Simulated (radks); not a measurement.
Tl XV, 67 electrons, occupied as [Kr] 4d10 4f14 5s2 5p5. Method: Dirac Kohn-Sham, PBE, spin-unpolarised, spherical densities, point nucleus; open shells are shared between the two j in proportion to 2j + 1; computed with a radial shooting solver on a logarithmic mesh with Libxc functionals.

Radial electron density D(r) = 4 pi r^2 rho(r):

```
   r/bohr * D(r) (the largest magnitude, 151, reaches the edge; | marks zero)
 0.001395 |      *
 0.001585 |       *
 0.001816 |         *
 0.002081 |           *
 0.002384 |             *
 0.002709 |                *
 0.003104 |                  *
 0.003556 |                     *
 0.004074 |                         *
  0.00463 |                            *
 0.005305 |                               *
 0.006078 |                                  *
 0.006963 |                                     *
 0.007914 |                                        *
 0.009067 |                                         *
  0.01039 |                                          *
   0.0119 |                                          *
  0.01363 |                                         *
   0.0155 |                                        *
  0.01775 |                                      *
  0.02034 |                                     *
   0.0233 |                                     *
  0.02649 |                                       *
  0.03035 |                                          *
  0.03477 |                                              *
  0.03983 |                                                  *
  0.04527 |                                                     *
  0.05186 |                                                      *
  0.05942 |                                                    *
  0.06808 |                                                *
  0.07737 |                                            *
  0.08864 |                                          *
   0.1016 |                                            *
   0.1164 |                                               *
   0.1322 |                                                  *
   0.1515 |                                                  *
   0.1736 |                                             *
   0.1989 |                                    *
   0.2278 |                              *
    0.259 |                            *
   0.2967 |                              *
   0.3399 |                                 *
   0.3894 |                                *
   0.4426 |                            *
   0.5071 |                     *
   0.5809 |               *
   0.6656 |          *
   0.7564 |       *
   0.8667 |     *
   0.9929 |   *
    1.138 | *
    1.293 |*
    1.481 *
    1.697 *
    1.944 *
     2.21 *
    2.532 *
```

D(r) has 4 maxima, at r = 0.0110, 0.0502, 0.140, 0.359 bohr, and minima at 0.0217, 0.0894, 0.257 bohr, inside which lie 2.04, 11.00, 30.16 electrons.
